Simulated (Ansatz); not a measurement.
Isolated molecules relaxed with PBE0-D4/def2-TZVP in Ansatz; ΔE leaves out vibrations. CBS: MP2 limit from def2 TZ/QZ plus the TZ coupled-cluster correction, frozen cores. For Ga, Ge outer-core shells are correlated without core-valence functions, which leaves a few kJ/mol of doubt a bond. Scalar relativity is left out up to krypton. One conformer a species, not always the lowest.

Consider the formal exchange of groups at the Si–C bond: `[SiH3][CH]1[S][GeH2]1` + `[SiH3][CH2][GaH2]` → `[SiH3][SiH2][CH2][GaH2]` + `[CH2]1[S][GeH2]1`.

```
                  species  HF/def2-QZVPP energy (Eh)
  `[SiH3][CH]1[S][GeH2]1`                -2803.27390
      `[SiH3][CH2][GaH2]`                -2254.18601
`[SiH3][SiH2][CH2][GaH2]`                -2544.30054
       `[CH2]1[S][GeH2]1`                -2513.15430
```

(1) Work out ΔE.

Largest T1 diagnostic among the species: 0.013.

## Answers

(1) ΔE = (-2544.30054) + (-2513.15430) − (-2803.27390) − (-2254.18601) = 0.00507 Eh = +3.2 kcal/mol. CCSD(T)/CBS gives +2.7 kcal/mol.

From PBE to PBE0 (25 % exact exchange), in def2-TZVPP and without D4, ΔE moves by +0.9 kcal/mol. The D4 term adds +0.9 kcal/mol with B3LYP and +0.4 kcal/mol with PBE0; it sums over pairs of atoms, weighted by their polarisabilities, and B3LYP, whose exchange is more repulsive, gets the larger term.

B3LYP here is the variant with VWN-RPA as its local correlation; programs differ in this.
